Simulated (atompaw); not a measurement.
What the settings do to the PAW (atompaw) potential of Nd (Z = 60)

Base potential:

atompaw 4.2.0.5 input, output lines left out:

```
Nd 60
LDA-PW scalarrelativistic loggrid 2001 logderivrange -3 5 201
6 6 5 4 0 0
6 0 1
6 1 0
5 2 0
4 3 4
0 0 0
c
c
c
c
c
v
c
c
c
c
v
c
c
v
v
3
3.00 2.30 3.00 1.70
y
3.05
n
y
1.45
n
y
0.15
n
y
-0.05
n
custom rrkj gramschmidtortho besselshape
4 0.5 ultrasoft
3.00
3.00
3.00
3.00
3.00
3.00
1.70
1.70
```

All-electron outer shells of the reference configuration (LDA (PW92), scalar-relativistic, ld1.x):

```
shell  level (eV)  outermost node (bohr)  outermost maximum (bohr)
   5s      -46.62                   0.72                      1.32
   5p      -28.19                   0.77                      1.50
   6s       -8.45                   1.76                      3.51
   4f       -7.92                      –                      0.67
   5d       -7.53                   0.88                      2.18
   6p       -5.38                   2.10                      4.45
```

Cutoffs, loose and tight: the cutoffs (Ry, on a coarse ladder) from which the occupation-weighted sum of valence levels, in a spherical-Bessel basis at the reference potential, stays within 10 and 1 mRy of its value at 400 Ry. They see the waves, projectors and local potential, not the compensation charge or the core. A dash means not determined.

A true bound ghost makes a file unfit for plane-wave use even where its test errors are small: the radial tests pick states by their node count and pass the ghost by.

| change | outcome | cutoff, loose | cutoff, tight | bound ghosts |
| --- | --- | --- | --- | --- |
| base | generated | 45 Ry | 70 Ry | p, s |
| all radii scaled by about 0.75 (s 2.24, p 2.24, d 2.24, f 1.26 bohr); local potential ultrasoft scheme with l = 4 at 0.5 Ry, radius 2.24 bohr; augmentation besselshape compensation charge, radius 1.72 bohr; PAW radius 2.24 bohr; waves and projectors: custom rrkj gramschmidtortho; core correction smooth core density matched at 1.26 bohr | failed: atompaw: The overlap operator has at least one negative eigenvalue! | – | – | – |
| all radii scaled by about 0.87 (s 2.62, p 2.62, d 2.62, f 1.48 bohr); local potential ultrasoft scheme with l = 4 at 0.5 Ry, radius 2.62 bohr; augmentation besselshape compensation charge, radius 2.00 bohr; PAW radius 2.62 bohr; waves and projectors: custom rrkj gramschmidtortho; core correction smooth core density matched at 1.48 bohr | failed: atompaw: The overlap operator has at least one negative eigenvalue! | – | – | – |
| all radii scaled by about 0.97 (s 2.90, p 2.90, d 2.90, f 1.64 bohr); local potential ultrasoft scheme with l = 4 at 0.5 Ry, radius 2.90 bohr; augmentation besselshape compensation charge, radius 2.24 bohr; PAW radius 2.90 bohr; waves and projectors: custom rrkj gramschmidtortho; core correction smooth core density matched at 1.64 bohr | failed: atompaw: The overlap operator has at least one negative eigenvalue! | – | – | – |
| all radii scaled by about 1.06 (s 3.18, p 3.18, d 3.18, f 1.80 bohr); local potential ultrasoft scheme with l = 4 at 0.5 Ry, radius 3.18 bohr; augmentation besselshape compensation charge, radius 2.44 bohr; PAW radius 3.18 bohr; waves and projectors: custom rrkj gramschmidtortho; core correction smooth core density matched at 1.80 bohr | generated | 40 Ry | 70 Ry | p, s |
| all radii scaled by about 1.14 (s 3.42, p 3.42, d 3.42, f 1.94 bohr); local potential ultrasoft scheme with l = 4 at 0.5 Ry, radius 3.42 bohr; augmentation besselshape compensation charge, radius 2.62 bohr; PAW radius 3.42 bohr; waves and projectors: custom rrkj gramschmidtortho; core correction smooth core density matched at 1.94 bohr | generated | 35 Ry | 55 Ry | s, p |
| all radii scaled by about 1.29 (s 3.88, p 3.88, d 3.88, f 2.20 bohr); local potential ultrasoft scheme with l = 4 at 0.5 Ry, radius 3.88 bohr; augmentation besselshape compensation charge, radius 2.96 bohr; PAW radius 3.88 bohr; waves and projectors: custom rrkj gramschmidtortho; core correction smooth core density matched at 2.20 bohr | generated | 25 Ry | 40 Ry | none |

Reading the sweep of the scale of all radii (base = 1) (base included, trends over the rows without a ghost): Bound ghosts are found at 1, 1.06, 1.14. The generation fails at 0.75, 0.87, 0.97.
